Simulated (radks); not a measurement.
Neutral ytterbium inside a hard spherical wall (all orbitals vanish at R), configuration held at [Xe] 4f14 6s2 and not refilled when levels cross. Method: scalar-relativistic Kohn-Sham, LDA (Slater exchange, Perdew-Wang correlation), spin-unpolarised, spherical densities, point nucleus; computed with a radial shooting solver on a logarithmic mesh with Libxc functionals. Eigenvalues in eV, with the zero of energy where the potential of the charges vanishes at infinity; a dash marks a level that is unbound or too diffuse for the functional's potential to be trusted. A positive occupied level is held by the wall or, in an anion where self-interaction has pushed it up, behind a barrier. The pressure on the wall is -dE/dV.

R (bohr) = free: E (hartree) -14051.1748; kinetic (hartree) 15310.837; e(5s) -55.106; e(5p) -27.588; e(6s) -4.080; e(4f) -3.247; e(6p, empty) -; e(5d, empty) -; pressure (GPa) 0
R (bohr) = 15: E (hartree) -14051.1748; kinetic (hartree) 15310.837; e(5s) -55.104; e(5p) -27.587; e(6s) -4.079; e(4f) -3.246; e(6p, empty) -1.143; e(5d, empty) -0.823; pressure (GPa) < 0.0001
R (bohr) = 12: E (hartree) -14051.1746; kinetic (hartree) 15310.840; e(5s) -55.084; e(5p) -27.567; e(6s) -4.063; e(4f) -3.226; e(6p, empty) -1.069; e(5d, empty) -0.792; pressure (GPa) 0.00358
R (bohr) = 10: E (hartree) -14051.1731; kinetic (hartree) 15310.853; e(5s) -54.988; e(5p) -27.472; e(6s) -3.985; e(4f) -3.132; e(6p, empty) -0.846; e(5d, empty) -0.677; pressure (GPa) 0.0397
R (bohr) = 8: E (hartree) -14051.1625; kinetic (hartree) 15310.926; e(5s) -54.569; e(5p) -27.059; e(6s) -3.602; e(4f) -2.721; e(6p, empty) -0.038; e(5d, empty) -0.225; pressure (GPa) 0.442
R (bohr) = 7: E (hartree) -14051.1421; kinetic (hartree) 15311.038; e(5s) -54.045; e(5p) -26.547; e(6s) -3.042; e(4f) -2.206; e(6p, empty) 0.991; e(5d, empty) 0.340; pressure (GPa) 1.52
R (bohr) = 6: E (hartree) -14051.0879; kinetic (hartree) 15311.288; e(5s) -53.106; e(5p) -25.638; e(6s) -1.823; e(4f) -1.270; e(6p, empty) 3.067; e(5d, empty) 1.403; pressure (GPa) 5.57
R (bohr) = 2.5: E (hartree) -14044.5582; kinetic (hartree) 15335.448; e(5s) -27.798; e(5p) 0.589; e(6s) 73.768; e(4f) 28.197; e(6p, empty) 99.401; e(5d, empty) 39.080; pressure (GPa) 4540
